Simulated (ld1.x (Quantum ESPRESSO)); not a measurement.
**A failed generation for Se**

Input:

```
&input
   title='Se', zed=34., rel=1, dft='PBE', iswitch=3,
   config='[Ar] 3d10 4s1.75 4p4.25',
   nld=3, rlderiv=2.30, eminld=-6.0, emaxld=5.0, deld=0.02
 /
 &inputp
   pseudotype=3, lpaw=.true., tm=.true., lloc=-2, rcloc=1.60,
   nlcc=.true., new_core_ps=.true., rcore=0.30,
   which_augfun='PSQ', rmatch_augfun=0.45,
   file_pseudopw='Se.UPF', file_wfcaegen='ae.wfc', file_wfcncgen='nc.wfc', file_beta='beta', file_chi='chi', file_wfcusgen='us.wfc'
 /
6
4S  1  0   1.75   0.00  1.15  1.55  0.0
4S  1  0   0.00   0.10  1.15  1.55  0.0
4P  2  1   4.25   0.00  1.95  2.10  0.0
4P  2  1   0.00   0.35  1.95  2.10  0.0
3D  3  2  10.00   0.00  0.45  0.60  0.0
3D  3  2   0.00  -3.10  0.45  0.60  0.0
 &test
   configts(1)='3d10 4s1.75 4p4.25'
 /
```

```bash
ld1.x < Se.in > Se.out
```

End of the output:

```

      Computing core charge for nlcc:

       r > 0.30 : true rho core
      Core charge pseudized with two Bessel functions
      Integrated core pseudo-charge :  13.32
      Wfc-us  4S rcutus= 1.566  Estimated cut-off energy=    18.36 Ry
      Wfc-us  4S rcutus= 1.566  Estimated cut-off energy=    20.69 Ry
      Wfc-us  4P rcutus= 2.114  Estimated cut-off energy=    17.21 Ry
      Wfc-us  4P rcutus= 2.114  Estimated cut-off energy=    19.44 Ry
      Wfc-us  3D rcutus= 0.606  Estimated cut-off energy=   308.99 Ry
      Wfc-us  3D rcutus= 0.606  Estimated cut-off energy=   311.60 Ry

     Required augmentation: PSQ   radius:    0.450000

     Q pseudized with Bessel functions
     Expected ecutrho=    2029.3010 due to l1=  2   l2=  2

 %%%%%%%%%%%%%%%%%%%%%%%%%%%%%%%%%%%%%%%%%%%%%%%%%%%%%%%%%%%%%%%%%%%%%%%%%%%%%%
     Error in routine new_paw_hamiltonian (1):
     negative rho
 %%%%%%%%%%%%%%%%%%%%%%%%%%%%%%%%%%%%%%%%%%%%%%%%%%%%%%%%%%%%%%%%%%%%%%%%%%%%%%

     stopping ...
```

Q: Why did it fail, and what change makes it run?

A: The run stopped because the spherical valence density built from the smooth waves and the augmentation charge turned negative at some radius. A run that differs only in the following succeeds: augmentation BESSEL, radius 0.50 bohr. Other answers can fit too; this one was computed.
